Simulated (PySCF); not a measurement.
C₇H₁₀F (doublet state).
Z-matrix (Å and degrees, GFN2-xTB geometry), rows numbered from 1:
```
F 
C   1  1.3772
C   2  1.5029  1  112.14
C   3  1.5485  2  116.03  1   -52.07
C   4  1.4818  3   88.19  2   123.01
C   5  1.4820  4   94.24  3    -4.41
C   2  1.4963  1  115.30  3  -146.09
C   2  1.4963  1  115.27  3   146.28
H   3  1.0902  2  108.60  1   179.28
H   4  1.0945  3  115.50  2  -118.21
H   4  1.0956  3  113.59  2     6.61
H   5  1.0701  4  132.42  3  -174.53
H   6  1.0957  3  113.61  2    -6.48
H   6  1.0944  3  115.51  2   118.34
H   7  1.0788  2  118.17  8  -109.00
H   7  1.0787  2  117.47  8   107.52
H   8  1.0789  2  117.46  7  -107.59
H   8  1.0787  2  118.15  7   108.98
```

The hyperfine couplings belong to this conformer and change with its torsions.

Identity: `FC1(C2C[CH]C2)CC1` [radical].

Method used: UKS B3LYP, pcH-1 on C F H, non-relativistic, mean-field spin-orbit, GIAO in PySCF. One conformer (not necessarily the lowest) at the GFN2-xTB geometry, without solvent, vibrations or thermal averaging. The geometry wasn't refined by DFT: couplings that depend on bond lengths, twists or pyramidal angles can differ widely from those at the functional's own minimum. No stability test was run, so a lower SCF solution isn't excluded.

(1) Match the computed a_iso(13C) values +100.1, -35.8, +4.8, -2.7 MHz (means over equivalent nuclei) with the sites C2; C3; C4/C6; C5.

## Answers

(1) 
```csv
site,a_iso (MHz),ρ(0) (bohr⁻³),position,distance from C5 (Å),spin population,largest |T| (MHz)
C2,-2.7,-0.0024,3 bonds from C5,3.30,0.00,0.7
C3,+4.8,+0.0043,2 bonds from C5,2.11,+0.01,2.6
C4/C6,-35.8,-0.0318,1 bond from C5,1.48,-0.09,2.7
C5,+100.1,+0.0890,largest spin population,0.00,+1.01,161.0
```

ρ(0) is the spin density at the nucleus and T the dipolar tensor; entries for several nuclei are means. Largest spin populations (Mulliken): C5 (+1.01), C6 (-0.09) and C4 (-0.09). No atom but C5 exceeds +0.15. The positive populations add up to 1.22 and the negative ones to -0.22, together 2S = 1. The angles at C5 add up to 359.1°, so it is planar; its axial dipolar tensor and the negative coupling of its proton fit spin in a p orbital normal to that plane.

Means are taken over nuclei equivalent by connectivity, which assumes that they swap fast.
